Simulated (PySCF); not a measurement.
# Cu⁺ (copper, charge +1) across methods

[Ar] 3d9 4s1, 4s spin antiparallel (an excited configuration). Computed with PySCF 2.14 in aug-cc-pVQZ-PP with ECP10MDF (7s7p6d4f3g2h, 135 functions), with scalar relativity through the core potential.

```csv
method,E (hartree),mean ε 3d α (eV),mean ε 3d β (eV),mean ε 4s β (eV),Σ⟨r²⟩ (bohr²),⟨S²⟩
UHF,-195.90502,-29.631,-27.996,-16.408,22.68,1.004
M06-2X,-196.9764,-25.437,-24.142,-15.222,22.60,1.001
revPBE,-196.9569,-19.300,-18.424,-13.884,22.65,1.003
PBE,-196.9018,-19.388,-18.505,-13.979,22.64,1.003
LDA,-196.5243,-19.686,-18.702,-14.286,22.58,1.003
r2SCAN,-196.8064,-19.611,-18.618,-14.399,22.49,1.005
PBE0,-196.8572,-22.130,-21.071,-14.723,22.52,1.003
TPSSh,-196.8285,-20.435,-19.478,-14.188,22.56,1.003
```

Energies and moments cover only the electrons outside the core potential. With the s spin flipped the determinant is a mixture of two multiplicities, not a spectroscopic state.
